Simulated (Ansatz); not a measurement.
ClF$_{2}$HOSn, SMILES `[OH][Sn]([F])([F])[Cl]`. The species carries charge 0 and has multiplicity 1. Correlated methods include outer-core shells of Sn, which these sets cover unevenly. Sn takes the def2 core potential.

```xyz
6

O     0.150   -0.630    1.446
Sn   -0.007    0.307   -0.225
F    -0.238    2.127    0.201
F     1.613    0.193   -1.198
Cl   -1.697   -0.411   -1.574
H     0.180   -1.587    1.350
```

**Question.** Give the diagnostics of a CCSD(T)/def2-TZVPP run (frozen core, Ansatz). (Best estimate.)

**Answer.** The calculation gave: T1 = 0.0141, largest single amplitude 0.039, largest double 0.025, (T) share of the correlation energy 3.3 %, 9 CCSD cycles. The RHF solution is stable towards an unrestricted one. T1 lies under the customary mark of 0.02 for closed shells.
